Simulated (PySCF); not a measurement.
# Ionisation energy of N⁺ by level of theory

N⁺ [He] 2s2 2p2 (3P) → N²⁺ [He] 2s2 2p1 (2P), as a difference of total energies. Computed with PySCF 2.14 in aug-cc-pCVTZ-DK, with the spin-free X2C one-electron Hamiltonian (Gaussian nucleus). Correlated levels: valence: 1s2 frozen; valence and next inner shell: nothing frozen. The calculations carry no spin-orbit coupling.

```csv
method,ionisation energy (eV),difference from reference (eV)
UHF,29.185,-0.416
LDA,30.038,+0.437
PBE,29.888,+0.287
PBE0,29.896,+0.295
r2SCAN,30.122,+0.521
BP86,29.913,+0.312
revPBE,29.830,+0.229
TPSS,29.829,+0.228
r2SCAN0,30.065,+0.464
MP2 (valence),29.610,+0.009
SCS-MP2 (valence),29.469,-0.132
MP2 (valence and next inner shell),29.646,+0.045
SCS-MP2 (valence and next inner shell),29.495,-0.106
```

Reference: 29.601 eV (semi-empirical (NIST evaluation); NIST Atomic Spectra Database, ionization energies).

Errors of the correlated levels include the incompleteness of this basis and the frozen core.
